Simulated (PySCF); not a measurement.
## Vibration and rotation of BSb

ROHF-CCSD(T) constants of BSb, ³Π (triplet), unpaired electrons σ ↑, π ↑ (PySCF, scalar-relativistic core potentials, basis sets B aug-cc-pVDZ, Sb aug-cc-pVDZ-PP with ECP28; masses 11.0093 and 120.9038 u):

```
ωe           : 640.4 cm⁻¹
ωexe         : 4.24 cm⁻¹
Be           : 0.37783 cm⁻¹
αe           : 0.00307 cm⁻¹
De to B + Sb : 1.82 eV
```

What force constant and bond length do these constants imply?

Reduced mass μred = 10.090 u; k = 5.8918×10⁻⁷·μred·ωe² (u, cm⁻¹, mdyn/Å) = 2.44 mdyn/Å; Re = √(16.8576/(μred·Be)) (u, cm⁻¹, Å) = 2.103 Å.

Estimate the centrifugal constant D from the Kratzer relation and find the Dunham coefficient a1.

D = 4Be³/ωe² = 5.26e-07 cm⁻¹; a1 = −1 − αeωe/(6Be²) = -3.30.

Correlated steps freeze 5 core orbitals. Correlated levels converge slowly with the basis: in double zeta they bind strong bonds too weakly, by up to about 1 eV, and carry superposition errors of some tenths. Spin–orbit coupling is left out, which matters for elements this heavy, above all for dissociation energies. The state is the lowest determinant that a PBE0 search found; another state may lie lower at other levels.
